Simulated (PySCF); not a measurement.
**Electron correlation in Pt (platinum, neutral)**

[Xe] 4f14 5d9 6s1, high-spin 3D determinant. Calculation: PySCF 2.14, in x2c-TZVPPall with one added diffuse shell each of s, p, d, f type (12s8p8d4f1g, 113 functions); the spin-free X2C one-electron Hamiltonian (Gaussian nucleus). Frozen: [Kr] 4d10 4f14; 18 electrons correlated.

MP2 pair energies summed by pair of shells (mhartree):

```tsv
pair	energy	share (%)
5d-5d	-252.37	46.9
5p-5d	-145.51	27.1
5d-6s	-47.32	8.8
5p-5p	-40.76	7.6
5s-5d	-22.57	4.2
5s-5p	-18.52	3.4
5p-6s	-6.93	1.3
5s-5s	-3.09	0.6
5s-6s	-0.46	0.1
```

Total MP2 correlation energy: -537.53 mhartree.

Same-spin part -181.06 and opposite-spin part -356.46 mhartree; SCS-MP2 scales them by 1/3 and 6/5 to -488.11 mhartree.

This basis was not built for core-valence correlation, so the inner-shell part is incomplete.
